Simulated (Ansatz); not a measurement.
```xyz
7

F     2.172    0.536    0.562
B     0.951    0.291    0.179
C    -0.278   -0.585    0.549
C    -0.765    0.068   -0.506
O     0.305    0.903   -0.917
H    -0.696   -1.325    1.206
H    -1.689    0.113   -1.073
```

The species carries charge 0 and has multiplicity 1.

Task: List the CAM-B3LYP/def2-TZVPP orbital energies in eV (Ansatz 0.2.0). (Estimate.)

Result: Ansatz gave: Occupied: -674.44, -523.03, -281.45, -278.80, -188.32, -35.96, -31.45, -23.19, -18.97, -17.35, -16.32, -15.63, -15.36, -13.64, -13.29, -12.34, -11.18, -8.70. Lowest empty: -0.17, 1.92, 2.67, 3.17, 3.24, 3.65, 4.00, 4.54.
